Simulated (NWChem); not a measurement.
System: As cation, triplet

Parts of the log:

```
             Northwest Computational Chemistry Package (NWChem) 7.3.0
             --------------------------------------------------------

                             Geometry "geometry" -> ""
                             -------------------------

 Output coordinates in angstroms (scale by  1.889725989 to convert to a.u.)

  No.       Tag          Charge          X              Y              Z
 ---- ---------------- ---------- -------------- -------------- --------------
    1 As                  33.0000     0.00000000     0.00000000     0.00000000

 Effective nuclear repulsion energy (a.u.)       0.0000000000

                                 NWChem DFT Module
                                 -----------------

 Summary of "ao basis" -> "ao basis" (spherical)
 ------------------------------------------------------------------------------
       Tag                 Description            Shells   Functions and Types
 ---------------- ------------------------------  ------  ---------------------
 As                        def2-tzvp                16       48   6s5p4d1f

            General Information
            -------------------
          SCF calculation type: DFT
          Wavefunction type:  spin polarized.
          No. of atoms     :     1
          No. of electrons :    32
           Alpha electrons :    17
            Beta electrons :    15
          Charge           :     1
          Spin multiplicity:     3
          Use of symmetry is: off; symmetry adaption is: off
          Maximum number of iterations: 150
          AO basis - number of functions:    48
                     number of shells:    16
          Convergence on energy requested:  1.00D-06
          Convergence on density requested:  1.00D-05
          Convergence on gradient requested:  5.00D-04

              XC Information
              --------------
                   Becke 97-2 Method XC Functional
                     Hartree-Fock (Exact) Exchange  0.210
                 Becke 1997-2  Exchange Functional  1.000
                Becke 1997-2 Correlation Potential  1.000

             Grid Information
             ----------------
          Grid used for XC integration:  medium
          Radial quadrature: Mura-Knowles
          Angular quadrature: Lebedev.
          Tag              B.-S. Rad. Rad. Pts. Rad. Cut. Ang. Pts.
          ---              ---------- --------- --------- ---------
          As                  1.15      112           5.0       590
          Grid pruning is: on
          Number of quadrature shells:   112
          Spatial weights used:  Erf1

      Superposition of Atomic Density Guess
      -------------------------------------

 Sum of atomic energies:       -2234.13730414

 Renormalizing density from      33.00 to     32

      Non-variational initial energy
      ------------------------------

 Total energy =   -2192.052488
 1-e energy   =   -3020.094141
 2-e energy   =     828.041653
 HOMO         =      -0.633845
 LUMO         =      -0.633845

     ---------------------------------------------
      Total Density - Mulliken Population Analysis
     ---------------------------------------------

    Atom       Charge   Shell Charges
 -----------   ------   -------------------------------------------------------
    1 As  33    32.00   2.00  2.00  1.30  0.66  1.48  0.55  6.00  5.94  0.25  1.25  0.56  9.46  0.46  0.08 -0.01  0.00

     --------------------------------------------
      Spin Density - Mulliken Population Analysis
     --------------------------------------------

    Atom       Charge   Shell Charges
 -----------   ------   -------------------------------------------------------
    1 As  33     2.00   0.00  0.00  0.00  0.00  0.00  0.00  0.00  0.01  0.21  1.21  0.56  0.00  0.00  0.00  0.00  0.00

   convergence    iter        energy       DeltaE   RMS-Dens  Diis-err
 ---------------- ----- ----------------- --------- --------- ---------
 d= 0,ls=0.0,diis     1  -2235.5475022652 -2.24D+03  2.16D-02  4.08D+00
                                                     2.09D-02  4.01D+00
 d= 0,ls=0.0,diis     2  -2235.5176512305  2.99D-02  1.06D-02  4.43D+00
                                                     1.01D-02  4.32D+00
 d= 0,ls=0.0,diis     3  -2236.0286474053 -5.11D-01  4.80D-04  2.31D-03
                                                     6.37D-04  2.14D-03
 d= 0,ls=0.0,diis     4  -2236.0290000613 -3.53D-04  5.06D-05  1.14D-05
                                                     3.75D-05  1.01D-05
 d= 0,ls=0.0,diis     5  -2236.0290025005 -2.44D-06  5.35D-06  1.70D-07
                                                     7.73D-06  1.60D-07
 d= 0,ls=0.0,diis     6  -2236.0290025410 -4.05D-08  3.79D-07  3.22D-10
                                                     2.74D-07  2.89D-10

         Total DFT energy =    -2236.029002541001
      One electron energy =    -3102.934446809938
           Coulomb energy =      950.311101776259
    Exchange-Corr. energy =      -83.405657507322
 Nuclear repulsion energy =        0.000000000000

 Numeric. integr. density =       32.000000031280

                    DFT Final Alpha Molecular Orbital Analysis
                    ------------------------------------------

 Vector   15  Occ=1.000000D+00  E=-9.171052D-01
              MO Center= -8.9D-14, -2.6D-13, -2.6D-13, r^2= 1.2D+00
   Bfn.  Coefficient  Atom+Function         Bfn.  Coefficient  Atom+Function
  ----- ------------  ---------------      ----- ------------  ---------------
     5      0.834948  1 As s                  4     -0.404043  1 As s
     6      0.402536  1 As s                  3     -0.280297  1 As s
     2      0.132529  1 As s                  1     -0.040316  1 As s

 Vector   16  Occ=1.000000D+00  E=-5.498107D-01
              MO Center= -2.5D-14, -2.0D-13, -1.6D-14, r^2= 1.7D+00
   Bfn.  Coefficient  Atom+Function         Bfn.  Coefficient  Atom+Function
  ----- ------------  ---------------      ----- ------------  ---------------
    16      0.475128  1 As px                18      0.403865  1 As pz
    17     -0.314283  1 As py                19      0.246639  1 As px
    10     -0.233314  1 As px                21      0.209647  1 As pz
    12     -0.198320  1 As pz                20     -0.163145  1 As py
    11      0.154331  1 As py                 7      0.072232  1 As px

 Vector   17  Occ=1.000000D+00  E=-5.498107D-01
              MO Center= -1.4D-13, -1.4D-13,  7.9D-14, r^2= 1.7D+00
   Bfn.  Coefficient  Atom+Function         Bfn.  Coefficient  Atom+Function
  ----- ------------  ---------------      ----- ------------  ---------------
    18      0.563199  1 As pz                16     -0.390908  1 As px
    21      0.292357  1 As pz                12     -0.276562  1 As pz
    19     -0.202920  1 As px                10      0.191958  1 As px
    17      0.132763  1 As py                 9      0.085621  1 As pz
    20      0.068917  1 As py                11     -0.065194  1 As py

 Vector   18  Occ=0.000000D+00  E=-4.711878D-01
              MO Center= -1.0D-14, -7.5D-14, -1.4D-13, r^2= 1.8D+00
   Bfn.  Coefficient  Atom+Function         Bfn.  Coefficient  Atom+Function
  ----- ------------  ---------------      ----- ------------  ---------------
    17      0.579219  1 As py                20      0.346600  1 As py
    16      0.313964  1 As px                11     -0.295202  1 As py
    19      0.187874  1 As px                10     -0.160013  1 As px
     8      0.091390  1 As py                18      0.081378  1 As pz
    14      0.071225  1 As py                 7      0.049538  1 As px

 Vector   19  Occ=0.000000D+00  E=-3.784319D-02
              MO Center= -3.5D-14, -6.4D-14, -5.2D-14, r^2= 2.8D+00
   Bfn.  Coefficient  Atom+Function         Bfn.  Coefficient  Atom+Function
  ----- ------------  ---------------      ----- ------------  ---------------
    40      0.781592  1 As d  1              38      0.369875  1 As d -1
    39      0.331530  1 As d  0              37      0.223485  1 As d -2
    25     -0.151423  1 As d  1              23     -0.071658  1 As d -1
    30      0.065024  1 As d  1              24     -0.064229  1 As d  0
    22     -0.043297  1 As d -2              28      0.030771  1 As d -1

 Vector   20  Occ=0.000000D+00  E=-3.784319D-02
              MO Center= -1.7D-14, -7.4D-14, -5.0D-14, r^2= 2.8D+00
   Bfn.  Coefficient  Atom+Function         Bfn.  Coefficient  Atom+Function
  ----- ------------  ---------------      ----- ------------  ---------------
    39      0.742086  1 As d  0              37      0.343944  1 As d -2
    40     -0.288675  1 As d  1              41     -0.280908  1 As d  2
    38     -0.276865  1 As d -1              24     -0.143769  1 As d  0
    22     -0.066635  1 As d -2              29      0.061737  1 As d  0
    25      0.055927  1 As d  1              26      0.054422  1 As d  2

                     DFT Final Beta Molecular Orbital Analysis
                     -----------------------------------------

 Vector   13  Occ=1.000000D+00  E=-2.028079D+00
              MO Center= -1.4D-15, -1.9D-15,  8.0D-16, r^2= 1.6D-01
   Bfn.  Coefficient  Atom+Function         Bfn.  Coefficient  Atom+Function
  ----- ------------  ---------------      ----- ------------  ---------------
    25      0.671595  1 As d  1              24      0.459000  1 As d  0
    23      0.289572  1 As d -1              22      0.277933  1 As d -2
    30      0.133328  1 As d  1              29      0.091123  1 As d  0
    26     -0.073667  1 As d  2              28      0.057487  1 As d -1
    27      0.055176  1 As d -2

 Vector   14  Occ=1.000000D+00  E=-2.028079D+00
              MO Center=  5.4D-15, -6.5D-15,  8.9D-15, r^2= 1.6D-01
   Bfn.  Coefficient  Atom+Function         Bfn.  Coefficient  Atom+Function
  ----- ------------  ---------------      ----- ------------  ---------------
    24      0.626078  1 As d  0              25     -0.426946  1 As d  1
    23     -0.332994  1 As d -1              22      0.276113  1 As d -2
    26     -0.258585  1 As d  2              29      0.124292  1 As d  0
    30     -0.084759  1 As d  1              28     -0.066107  1 As d -1
    27      0.054815  1 As d -2              31     -0.051335  1 As d  2

 Vector   15  Occ=1.000000D+00  E=-8.303754D-01
              MO Center= -2.8D-13, -5.9D-13, -2.8D-13, r^2= 1.2D+00
   Bfn.  Coefficient  Atom+Function         Bfn.  Coefficient  Atom+Function
  ----- ------------  ---------------      ----- ------------  ---------------
     5      0.760248  1 As s                  6      0.461530  1 As s
     4     -0.364600  1 As s                  3     -0.291472  1 As s
     2      0.127234  1 As s                  1     -0.040527  1 As s

 Vector   16  Occ=0.000000D+00  E=-4.452990D-01
              MO Center=  1.6D-13,  2.3D-13, -9.8D-14, r^2= 1.9D+00
   Bfn.  Coefficient  Atom+Function         Bfn.  Coefficient  Atom+Function
  ----- ------------  ---------------      ----- ------------  ---------------
    17      0.528544  1 As py                20      0.397061  1 As py
    11     -0.285926  1 As py                16      0.286496  1 As px
    19      0.215226  1 As px                10     -0.154985  1 As px
     8      0.088402  1 As py                14      0.076112  1 As py
    18      0.074259  1 As pz                21      0.055786  1 As pz

 Vector   17  Occ=0.000000D+00  E=-4.129530D-01
              MO Center= -2.9D-13, -3.0D-13, -1.7D-13, r^2= 2.0D+00
   Bfn.  Coefficient  Atom+Function         Bfn.  Coefficient  Atom+Function
  ----- ------------  ---------------      ----- ------------  ---------------
    16      0.447794  1 As px                19      0.419897  1 As px
    10     -0.256233  1 As px                18     -0.236227  1 As pz
    21     -0.221510  1 As pz                17     -0.209536  1 As py
    20     -0.196483  1 As py                12      0.135172  1 As pz
    11      0.119899  1 As py                 7      0.079184  1 As px

 Vector   18  Occ=0.000000D+00  E=-4.129530D-01
              MO Center= -1.5D-13, -3.9D-13, -2.3D-13, r^2= 2.0D+00
   Bfn.  Coefficient  Atom+Function         Bfn.  Coefficient  Atom+Function
  ----- ------------  ---------------      ----- ------------  ---------------
    18      0.489810  1 As pz                21      0.459295  1 As pz
    12     -0.280275  1 As pz                16      0.180426  1 As px
    19      0.169186  1 As px                17     -0.166616  1 As py
    20     -0.156236  1 As py                10     -0.103242  1 As px
    11      0.095340  1 As py                 9      0.086613  1 As pz

     ---------------------------------------------
      Total Density - Mulliken Population Analysis
     ---------------------------------------------

    Atom       Charge   Shell Charges
 -----------   ------   -------------------------------------------------------
    1 As  33    32.00   2.00  2.00  1.18  0.77  1.28  0.76  5.99  5.75  0.36  1.29  0.61  8.93  1.02  0.04  0.01  0.00

     --------------------------------------------
      Spin Density - Mulliken Population Analysis
     --------------------------------------------

    Atom       Charge   Shell Charges
 -----------   ------   -------------------------------------------------------
    1 As  33     2.00  -0.00  0.00  0.00 -0.01  0.06 -0.06  0.00  0.03  0.08  1.28  0.61 -0.02  0.01  0.01 -0.00 -0.00

     -------------------------------------------
      Total Density - Lowdin Population Analysis
     -------------------------------------------

    Atom       Charge   Shell Charges
 -----------   ------   -------------------------------------------------------
    1 As  33    32.00   2.00  2.00  1.16  0.84  1.03  0.98  5.97  5.17  1.05  1.10  0.72  8.55  1.19  0.24  0.01  0.00

     ------------------------------------------
      Spin Density - Lowdin Population Analysis
     ------------------------------------------

    Atom       Charge   Shell Charges
 -----------   ------   -------------------------------------------------------
    1 As  33     2.00   0.00  0.00  0.00 -0.00  0.03 -0.03  0.00  0.09  0.17  1.03  0.71 -0.02  0.01  0.01  0.00 -0.00

   alpha - beta orbital overlaps
   -----------------------------

   alpha      1      2      3      4      5      6      7      8      9     10
    beta      1      2      3      4      5      6      7      8      9     10
 overlap   1.000  1.000  1.000  0.944  0.944  1.000  1.000  1.000  1.000  1.000

   alpha     11     12     13     14     15     16     17     18     19     20
    beta     11     12     13     14     15     18     17     16     23     22
 overlap   1.000  1.000  1.000  1.000  0.999  0.872  0.872  0.999  0.984  0.984

   alpha     21     22     23     24     25     26     27     28     29     30
    beta     20     19     21     24     25     27     26     30     29     28
 overlap   0.989  0.989  0.993  0.994  0.999  0.982  0.982  0.980  0.980  0.999

   alpha     31     32     33     34     35     36     37     38     39     40
    beta     32     31     37     36     39     38     35     34     33     40
 overlap   0.989  0.989  0.965  0.965  0.980  0.980  0.996  0.996  0.999  1.000

   alpha     41     42     43     44     45     46     47     48
    beta     42     41     45     44     43     47     46     48
 overlap   0.996  0.996  0.977  0.977  1.000  0.943  0.943  1.000

     --------------------------
     Expectation value of S2:
     --------------------------
      <S2> =      2.0028 (Exact =     2.0000)
```

Level: B97-2/def2-TZVP, spin-unrestricted. The open p shell is one determinant without spherical averaging. No stability test was run on the SCF state.

Reconstruct the input file.

One answer among several that fit: the input that was run:
```
start job
memory heap 200 mb stack 900 mb global 1100 mb
charge 1
geometry units angstroms noautoz
  As     0.000000     0.000000     0.000000
end
basis spherical
  * library def2-tzvp
end
dft
  odft
  mult 3
  xc becke97-2
  iterations 150
  mulliken
end
task dft energy
```
